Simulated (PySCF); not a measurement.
# SnF₂ + 2 HBr → SnBr₂ + 2 HF

Level: PBE0 in the def2-TZVP basis family, computed in PySCF with density fitting; scalar-relativistic core potentials for atoms from Rb on, none lighter, no spin–orbit coupling; open shells unrestricted.

```tsv
species	state and structure	ZPE (kJ/mol)	H(298 K) − H(0) (kJ/mol)	S° (J/(mol K))
SnF₂	singlet, C2v, Sn–F 1.932 Å (×2); F–Sn–F 95.9°	8.3	12.3	282.1
HBr	singlet, C∞v, H–Br 1.421 Å	16.0	8.7	198.5
SnBr₂	singlet, C2v, Sn–Br 2.519 Å (×2); Br–Sn–Br 99.5°	3.4	14.6	328.7
HF	singlet, C∞v, H–F 0.920 Å	24.9	8.7	173.6
```

Problem. Is the gas-phase reaction uphill or downhill in electronic energy at this level, and by how much?

Solution. At PBE0/def2-TZVP, ΔE = -80.4 kJ/mol, downhill. 

Problem. Add zero-point, thermal and entropy terms for 298.15 K and 1 bar.

Solution. ΔZPE = 12.9 and Δ[H(298) − H(0)] = 2.3 kJ/mol give ΔH° = -65.2 kJ/mol. ΔS° = -3.2 J/(mol K), so ΔG° = -65.2 − 298.15 × (-0.0032) = -64 kJ/mol and log₁₀K = 11.3.

Each species is the lowest minimum found with this bonding; other isomers or fragments can lie lower.
